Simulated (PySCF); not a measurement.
**Dipole polarisabilities along group 4**

Calculated with PySCF 2.14 for the ground configurations, without spin-orbit coupling: coupled response for Hartree-Fock and DFT. Mean α in bohr³, C₆ of like pairs in atomic units.

```
                                                   species  α UHF  α PBE  α PBE0  α recommended (Schwerdtfeger and Nagle)  C₆ UHF  C₆ PBE  C₆ PBE0
         Ti [Ar] 3d2 4s2 (aug-cc-pwCVTZ, non-relativistic)  164.4  106.8   111.8                                  87 ± 10    1793    1243     1323
     Zr [Kr] 4d2 5s2 (aug-cc-pwCVTZ-PP with ECP28MDF, ECP)  194.9  121.0   126.8                                 112 ± 13    2523    1683     1787
Hf [Xe] 4f14 5d2 6s2 (aug-cc-pwCVTZ-PP with ECP60MDF, ECP)  122.0  101.4   103.5                                  103 ± 6    1739    1350     1397
```

Hartree-Fock lacks correlation. All values carry a basis error, and heavy open shells lack spin-orbit coupling.
